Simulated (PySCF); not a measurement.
An unknown is described by computed data only.

Elements present: C, H, N and Si. Monoisotopic mass: 165.0430 u.

- NMR, other nuclei: isotropic shieldings of nuclei other than C and H, by class: 217 (1 N), 410 (1 Si), 443 (1 Si) ppm [GIAO PBE0/pcSseg-1]
- 13C NMR: chemical shifts (computed TMS as zero) by class: 118.0 (1 C), 113.1 (1 C), 103.9 (1 C), 84.2 (1 C), 33.9 (1 C), 15.6 (1 C), 9.3 (1 C) ppm [GIAO PBE0/pcSseg-1]
- Dipole: 1.15 D [PBE0/pcSseg-1]
- Rotational structure: rotational constants A, B, C: 1.990, 0.298, 0.281 GHz [GFN2-xTB]
- 1H NMR: chemical shifts (computed TMS as zero) by class: 4.77 (1 H), 4.75 (1 H), 4.65 (1 H), 3.88 (1 H), 2.01 (1 H), 1.92 (1 H), 0.78 (1 H), 0.64 (1 H), 0.55 (2 H), -0.54 (1 H) ppm [GIAO PBE0/pcSseg-1]

Electronic properties: PySCF, gas phase, density fitting. Levels stand in brackets. The structure is a single GFN2-xTB conformer in the gas phase; no vibrational or solvent corrections. NMR classes are plain means over equivalent atoms (diastereotopic ones count apart unless rotation or inversion swaps them), as if these changed places fast.

Question: Which formula fits the mass and the elements?

Answer: C7H11NSi2 (calculated 165.0430). No other formula that holds each of these elements comes within 0.0003 u with a fitting electron parity and a possible valence count.

Question: Give a SMILES that accounts for the data.

Answer: Numbering: `[CH:1]#[C:2][SiH2:3][C:4]#[C:5][SiH2:6][C@@H:7]1[CH2:8][C@H:9]1[NH2:10]`. Its formula, C7H11NSi2, gives 5 degrees of unsaturation: 1 ring and 4 π bonds in the structure found. 7 carbons fall into 7 classes; from least to most shielded: alkyne carbon [C5] (118.0 ppm), alkyne carbon [C4] (113.1 ppm), terminal alkyne carbon [C1] (103.9 ppm), alkyne carbon [C2] (84.2 ppm), ring sp3 carbon bound to nitrogen [C9] (33.9 ppm), three-membered-ring carbon [C8] (15.6 ppm), ring sp3 carbon bound to silicon [C7] (9.3 ppm). Hydrogen classes from least to most shielded: 1 H on an SiH2 silicon, Si3 (4.77 ppm), 1 H on an SiH2 silicon, Si3 (4.75 ppm), 1 H on an SiH2 silicon, Si6 (4.65 ppm), 1 H on an SiH2 silicon, Si6 (3.88 ppm), 1 H on an sp3 carbon bound to nitrogen, C9 (2.01 ppm), 1 H on a terminal alkyne carbon, C1 (1.92 ppm), 1 H on a three-membered-ring carbon, C8 (0.78 ppm), 1 H on a three-membered-ring carbon, C8 (0.64 ppm), 2 H on a primary amine nitrogen, N10 (0.55 ppm, a mean of values up to 1.5 ppm apart in this geometry), 1 H on an sp3 carbon bound to silicon, C7 (-0.54 ppm). The other shieldings belong to: 217 ppm, primary amine nitrogen [N10]; 410 ppm, SiH2 silicon [Si6]; 443 ppm, SiH2 silicon [Si3]. The optimised geometry has point group C1 and is an asymmetric top. Structure: `[C@H]1(C[C@H]1N)[SiH2]C#C[SiH2]C#C`. Computed isomers that give other values at the same levels: `CC#C[Si@@H]1C[SiH2][C@H](C#N)C1` (13C chemical shifts (computed TMS as zero) by class: 127.0 (1 C), 116.2 (1 C), 83.7 (1 C), 21.0 (1 C), 10.6 (1 C), 6.0 (1 C), -8.7 (1 C) ppm); `CC#C[Si@@H]1C[SiH2][C@@H](C#N)C1` (13C chemical shifts (computed TMS as zero) by class: 127.3 (1 C), 116.2 (1 C), 84.4 (1 C), 21.3 (1 C), 9.7 (1 C), 5.9 (1 C), -8.9 (1 C) ppm); `[SiH3][C@@]1(c2ccccn2)C[SiH2]1` (13C chemical shifts (computed TMS as zero) by class: 173.7 (1 C), 152.5 (1 C), 142.5 (1 C), 123.2 (1 C), 118.5 (1 C), 17.9 (1 C), 8.8 (1 C) ppm). The assignments are read from this structure; whether some other isomer fits the data as well wasn't checked. The mirror image fits equally.

Shape of the structure used: `[CH:1]#[C:2][SiH2:3][C:4]#[C:5][SiH2:6][C@@H:7]1[CH2:8][C@H:9]1[NH2:10]`: C5–Si6–C7–C8 -113°, H–N10–C9–C8 155°, H–N10–C9–C8 35°.
